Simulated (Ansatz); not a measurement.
Geometry optimisation, RKS PBE-D4/def2-SVP (Ansatz 0.2.0).

Input file:

```yaml
crystal:
  periodic: [false, false, false]
  atoms:
    - { symbol: B, position_ang: [-0.157306, 0.583707, -0.461515] }
    - { symbol: "N", position_ang: [-0.310886, -0.079388, 2.209557] }
    - { symbol: H, position_ang: [-0.547097, -0.124606, 3.210983] }
    - { symbol: H, position_ang: [0.669185, -0.389166, 2.143221] }
    - { symbol: O, position_ang: [1.103279, 0.020518, -0.375623] }
    - { symbol: H, position_ang: [1.106704, -0.901716, -0.677506] }
    - { symbol: "N", position_ang: [-1.268702, -0.06531, -1.092217] }
    - { symbol: H, position_ang: [-1.263465, -1.077665, -1.216327] }
    - { symbol: H, position_ang: [-2.218352, 0.270956, -0.933272] }
    - { symbol: O, position_ang: [-0.221609, 1.906237, -0.006831] }
    - { symbol: H, position_ang: [-1.106708, 2.284788, -0.131079] }
    - { symbol: H, position_ang: [-0.246244, 0.936746, 1.979508] }
basis:
  gaussian: { orbitals: def2-SVP }
hamiltonian:
  xc: pbe
  dispersion: d4
relax:
  f_tol: 0.03
  max_steps: 50
```

Command:

```bash
$ ansatz run input.yaml --threads 2 --pin off --max-ram 3072MiB --backend cpu --events-out ev --progress --plain --runs-dir out
```

Where does it end, and by what steps?

The forces met the threshold. The force dipped under the threshold on the way, but the program's further checks kept it going. After 9 steps the energy has fallen by 0.029 eV; H3 moved furthest, 0.34 Å.

```tsv
step	energy less start (eV)	largest force component (eV/Å)	accepted
0	0.0000	0.468	yes
1	-0.0203	0.295	yes
2	0.0210	0.521	no
3	-0.0259	0.064	yes
4	-0.0232	0.195	no
5	-0.0272	0.024	yes
6	-0.0280	0.027	yes
7	-0.0285	0.053	yes
8	-0.0284	0.047	no
9	-0.0287	0.009	yes
```

```xyz
12
Properties=species:S:1:pos:R:3
B -0.175 0.577 -0.521
N -0.314 -0.074 2.421
H -0.318 -0.045 3.450
H 0.633 -0.388 2.162
O 1.069 -0.013 -0.375
H 1.082 -0.924 -0.710
N -1.267 -0.055 -1.196
H -1.256 -1.050 -1.418
H -2.219 0.301 -1.125
O -0.255 1.865 -0.009
H -1.131 2.259 -0.147
H -0.309 0.912 2.118
```

Whether the end is a true minimum wasn't checked by a vibrational analysis.

Time of the run: 18 s on 2 threads of Arm Neoverse V2, on a shared host, peak memory 0.13 GiB.
